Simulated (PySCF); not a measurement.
## How methods differ on the ionisation energy of Zr²⁺

Zr²⁺ [Kr] 4d2 (3F) → Zr³⁺ [Kr] 4d1 (2D), as a difference of total energies. Calculation: PySCF 2.14, in aug-cc-pVDZ-PP with ECP28MDF; a scalar-relativistic core potential. Correlated levels: valence: 4s2 4p6 frozen. The calculations carry no spin-orbit coupling.

| method | ionisation energy (eV) |
| --- | --- |
| UHF | 22.369 |
| LDA | 23.341 |
| PBE | 23.372 |
| PBE0 | 23.319 |
| r2SCAN | 23.263 |
| PBEsol | 23.267 |
| CAM-B3LYP | 23.308 |
| HSE06 | 23.317 |
| TPSSh | 23.240 |
| MP2 (valence) | 22.428 |
| SCS-MP2 (valence) | 22.389 |

Task: How much does correlation contribute at MP2 (valence)?

Result: 22.428 − (22.369) = 0.059 eV, measured against UHF.

The reference lies between the lowest fine-structure levels, while these numbers refer to the centres of the terms.

Errors of the correlated levels include the incompleteness of this basis and the frozen core.

For comparison: 23.170 eV (semi-empirical (NIST evaluation); NIST Atomic Spectra Database, ionization energies).
